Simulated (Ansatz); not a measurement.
Species: CH₄OSi, SMILES `O=C[SiH3]` (charge 0, multiplicity 1).

### Question
Give a relaxed geometry from B3LYP-D3(BJ)/def2-TZVP in Ansatz (a quantum-chemistry and plane-wave program).

### Answer
the end point of this relaxation (outside a Z-matrix the atoms follow the SMILES, hydrogens last).
Cartesian coordinates (Å) in one orientation:
```xyz
7

O      1.916     0.356     0.673
C      1.122     0.030    -0.176
Si    -0.785    -0.007     0.117
H      1.495    -0.266    -1.187
H     -1.417     0.909    -0.862
H     -1.263    -1.385    -0.148
H     -1.080     0.405     1.503
```
